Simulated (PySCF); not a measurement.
A series of related molecules.

All values: PBE0/def2-SVPD (PySCF) at PBE0-D3(BJ)/def2-SVP geometries, gas phase, one conformer each. Core orbitals are frozen in the response; Δα² is half the sum of the squared differences of the principal polarisabilities. Atoms past krypton carry effective core potentials.

Task: Rank by mean static polarisability, highest first.
A. SnClEt3, `C[CH2][Sn]([Cl])([CH2]C)[CH2]C`
B. SnCl(NHMe)3, `C[NH][Sn]([Cl])([NH]C)[NH]C`
C. SnCl(vinyl)3, `C=[CH][Sn]([Cl])([CH]=C)[CH]=C`
D. SnClI3, `[Cl][Sn]([I])([I])[I]`

Result: D (24.83 Å³), A (19.10 Å³), C (18.59 Å³), B (17.26 Å³).

Task: Rank by HOMO energy, lowest first.
A. SnCl(vinyl)3 (`C=[CH][Sn]([Cl])([CH]=C)[CH]=C`)
B. SnCl(NHMe)3 (`C[NH][Sn]([Cl])([NH]C)[NH]C`)
C. SnClEt3 (`C[CH2][Sn]([Cl])([CH2]C)[CH2]C`)
D. SnClI3 (`[Cl][Sn]([I])([I])[I]`)

Result: D (-8.04 eV), A (-7.85 eV), C (-7.47 eV), B (-6.75 eV).

All values together:

| SMILES | formula | μ (D) | HOMO (eV) | LUMO (eV) | α (Å³) | Δα (Å³) | electrons | α per electron (Å³) | ΔSCF removal energy (eV) |
| --- | --- | --- | --- | --- | --- | --- | --- | --- | --- |
| C=[CH][Sn]([Cl])([CH]=C)[CH]=C | C6H9ClSn | 2.89 | -7.85 | -0.71 | 18.59 | 1.88 | 112 | 0.166 | – |
| [Cl][Sn]([I])([I])[I] | ClI3Sn | 1.29 | -8.04 | -3.86 | 24.83 | 5.03 | 226 | 0.110 | 9.64 |
| C[NH][Sn]([Cl])([NH]C)[NH]C | C3H12ClN3Sn | 1.93 | -6.75 | -0.96 | 17.26 | 2.82 | 118 | 0.146 | – |
| C[CH2][Sn]([Cl])([CH2]C)[CH2]C | C6H15ClSn | 3.53 | -7.47 | -0.10 | 19.10 | 2.55 | 118 | 0.162 | – |

Conformers: `C=[CH][Sn]([Cl])([CH]=C)[CH]=C`; `C[NH][Sn]([Cl])([NH]C)[NH]C`; `C[CH2][Sn]([Cl])([CH2]C)[CH2]C`.

A dash marks a removal energy that wasn't run or isn't settled.
